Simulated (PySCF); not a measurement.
1-chlorocyclopenta-1,3-diene (C5H5Cl), SMILES ClC1=CC=CC1. Atoms are numbered in the order given.

```xyz
11

Cl    -0.0009     2.0048     0.0000
C     -0.0695     0.2865     0.0000
C     -1.1728    -0.4860     0.0000
C     -0.7373    -1.8945     0.0000
C      0.6102    -1.9545     0.0000
C      1.1729    -0.5583     0.0000
H     -2.2047    -0.1327     0.0000
H     -1.4201    -2.7470     0.0000
H      1.2227    -2.8578     0.0000
H      1.7977    -0.3520     0.8869
H      1.7977    -0.3520    -0.8869
```

The structure is a stationary point at ωB97X-D3(BJ)/def2-SVP. One conformer was computed; it need not be the lowest.

All values below come from SMD-M06-2X/def2-SVP run with PySCF.

Solvation free energies are E(SMD) − E(gas) at the gas-phase geometry, for 1 M in both phases. In vacuum the dipole moment is 1.36 D.

| solvent | ΔG(solv) (kcal/mol) | its non-electrostatic (CDS) part | dipole (D) |
|---|---|---|---|
| water | -1.0 | 2.5 | 1.78 |
| chlorobenzene | -6.1 | -3.4 | 1.68 |
| chloroform | -5.9 | -3.4 | 1.66 |
